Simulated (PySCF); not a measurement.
Gas-phase reaction: SiI4 + Cl2 = 2 I2 + SiCl2

Computed with PySCF (xtb for GFN2) and rigid-rotor harmonic-oscillator thermochemistry at 1 bar. † marks an energy on the PBE0/def2-TZVP geometry and frequencies; other levels use their own. MP2 freezes the core. All species are closed-shell singlets. B3LYP is the form with VWN-RPA correlation. I: scalar-relativistic def2 core potential, no spin-orbit coupling. MP2 isn't extrapolated to the basis-set limit; its ΔH°(298 K) is 101.1 kJ in def2-SVP and 142.9 kJ in def2-TZVPP. The harmonic model lacks anharmonicity and excited electronic states, which grow with temperature; levels with a mode under 35 cm⁻¹ are left out. Soft modes under 120 cm⁻¹ make the harmonic entropy rough for SiI4.

```tsv
level	ΔE electronic, kJ	ΔH°(298 K), kJ	ΔS°(298 K), J/K	ΔG°(800 K), kJ
B3LYP/def2-TZVP†	44	40	164	-89
BLYP/def2-TZVP†	24	19	164	-109
GFN2-xTB	64	58	161	-67
M06-2X/def2-TZVP†	90	85	164	-43
MP2/def2-TZVPP†	148	143	164	15
PBE0/def2-QZVP†	93	88	164	-40
PBE0/def2-TZVP	98	94	164	-35
ωB97M-V/def2-TZVP†	89	84	164	-44
```
ΔH° is lowest at BLYP/def2-TZVP† and highest at MP2/def2-TZVPP†. No reference value is set beside these.
